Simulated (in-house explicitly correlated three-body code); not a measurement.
Results of a calculation; reference values are marked as such.
**Taking the two-electron ground state apart, Z = 3.5**

A variational code in 260 exponentially correlated functions gives, for two electrons around a point charge Z = 3.5 (non-relativistic, fixed nucleus, atomic units): E = -10.2177827, <1/r> = 3.187821 per electron, <1/r12> = 1.879182. From its density, U = 3.927792 (Hartree energy) and T_s = 10.177014 (kinetic energy of the doubly filled orbital √(n/2)). Further, <r²> = 0.313317 per electron, <r12²> = 0.647721 and <p1·p2> = 0.354626.

Problem. Check the virial theorem, and compare with the screened hydrogenic estimate.

Solution. V = −2Z<1/r> + <1/r12> = -22.314747 + 1.879182 = -20.435565, and 2E = -20.435565, so T = −E = 10.217783. A product of 1s orbitals with exponent Z − 5/16 = 3.1875 gives −3.1875² = -10.16016, which is 57.6 millihartree too high.

Problem. Find the exchange and correlation energies of density-functional theory.

Solution. For two electrons in one orbital E_x = −U/2 = -1.963896. The potential part of correlation is U_c = <1/r12> − U − E_x = -0.084714, the kinetic part T_c = T − T_s = 0.040769, and E_c = T_c + U_c = -0.043945 hartree. Restricted Hartree-Fock gives -10.173848, so the correlation energy of wave-function theory is -0.043935.

Problem. What do the second moments say about angular correlation and diamagnetism?

Solution. From r12² = r1² + r2² − 2 r1·r2, <r1·r2> = <r²> − <r12²>/2 = -0.01054 bohr². It vanishes for a product of s orbitals, and its negative sign shows that the electrons favour opposite sides of the nucleus. The Langevin susceptibility is −0.79199e-6 × 2<r²> = -0.4963e-6 cm³/mol.

Problem. How does a model nuclear mass of 7 u change the ionisation energy, to first order in m/M (1 hartree = 27.211386 eV)?

Solution. m/M = 1/(7 × 1822.8885) = 7.83686e-05. With a fixed nucleus the second electron is bound by −Z²/2 − E = 4.092783 hartree = 111.3703 eV. The reduced mass scales this by 1 − m/M, a change of -8.728 meV. The mass-polarisation term raises the two-electron state by (m/M)<p1·p2> = 27.79 microhartree, a further -0.756 meV. The sum is 111.3608 eV, before relativistic and QED terms.
